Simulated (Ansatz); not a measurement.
Total energies of the cluster CdO2⁻ from Ansatz at PBE0-D4/def2-TZVPD, gas phase (1 Eh = 27.2114 eV = 2625.5 kJ/mol). The reference geometry is relaxed at B3LYP-D4/def2-TZVPD.

Cartesian coordinates in Å:
```
Cd 0.2068 -0.7318 1.5104
O -0.4826 -0.1436 -0.9605
O 0.2758 0.8754 -0.5499
```

```
            state                        geometry  energy (Eh)
charge -1 doublet                       reference   -318.05127
 charge 0 triplet                       reference   -317.97012
charge -1 quartet  relaxed at B3LYP-D4/def2-TZVPD   -317.98035
```

In the def2 sets Cd takes a core potential; there is no spin–orbit coupling. The structure holds 1 bond(s) between oxygen atoms.

(1) Work out the vertical ionisation energy to the triplet.

(2) Which of the charge -1 states is lowest, and how far above it are the others?

(1) E(charge 0 triplet) − E(charge -1 doublet) = -317.97012 − (-318.05127) = 0.08115 Eh = 2.21 eV. For comparison, −ε of the highest occupied level of the spin that leaves is -0.11 eV at this level, 2.32 eV less.

(2) The doublet. quartet: -317.98035 − (-318.05127) = 0.07092 Eh = 186.2 kJ/mol. The quartet has fallen apart, so its energy is that of loose fragments and no spin gap. The quartet differs in its bonds from the reference.

At PBE0-D4/def2-TZVPD the highest occupied level of the charge -1 doublet lies above zero (up to 0.11 eV). By energy differences its removal costs 2.21 eV (vertical, to the charge 0 triplet, at PBE0-D4/def2-TZVPD); a positive level beside a positive removal energy at the same level points to self-interaction error. At PBE0-D4/def2-TZVPD the highest occupied level of the charge -1 quartet lies above zero (up to 2.20 eV). It is a level of α spin, whose loss leaves a triplet; that state wasn't run at this geometry and level. The electron is either unbound and held by the finite basis, or the level is raised by self-interaction error. 

The structure comes from a short search, and lower isomers may exist.
